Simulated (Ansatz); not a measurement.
# Which is lower?

Two isomers of CH₃BZn, singlet, relaxed at PBE0-D4/def2-TZVP (vibrations not checked).

A:

```
6
angstrom
B 0.0351 1.3811 0.5935
C 0.9339 0.7502 -0.2340
Zn -0.5704 -2.4518 -0.7341
H -0.7394 1.9114 1.3006
H 0.8750 0.8130 -1.3169
H 1.7672 0.1656 0.1454
```

B:

| atom | x (Å) | y (Å) | z (Å) |
| --- | --- | --- | --- |
| C1 | -0.9736 | 0.0224 | -1.0476 |
| B2 | -0.0306 | 0.0003 | -0.0329 |
| Zn3 | 1.3504 | -0.0315 | 1.4531 |
| H4 | -1.3918 | -0.8826 | -1.4823 |
| H5 | -1.3562 | 0.9467 | -1.4745 |
| H6 | 2.4018 | -0.0553 | 2.5843 |

Program: Ansatz 0.2.0. Basis: def2-TZVPP. Cores are frozen in the correlated methods. The 3s and 3p shells of Cu and Zn are frozen; filled d shells are correlated. B3LYP uses VWN-RPA correlation.

Task: Which structure is lower at CCSD(T), and by how much? (To be estimated.)

Result: Computed: A, by 14.7 kJ/mol (electronic energy, against the other). By their contacts, A is a complex of CH₃B ([BH][CH2]) + Zn and B is CH₃BZn ([CH2][B][ZnH]).

Task: Do the other methods give the same order? (A judgement: the text doesn't fix the answer.)

Result: The calculation gives: Not all: r2SCAN-D4 gives the other order.

| method | E(B) − E(A) (kJ/mol) |
| --- | --- |
| PBE-D4 | 14.9 |
| r2SCAN-D4 | -3.5 |
| PBE0-D4 | 11.3 |
| B3LYP-D4 | 35.1 |
| wB97M-V | 12.3 |
| HF | 38.8 |
| MP2 | 4.7 |
| CCSD | 19.1 |
| CCSD(T) | 14.7 |

T1 diagnostic: at most 0.017.

Labels in which every atom is bracketed show which atoms are joined, not bond orders.
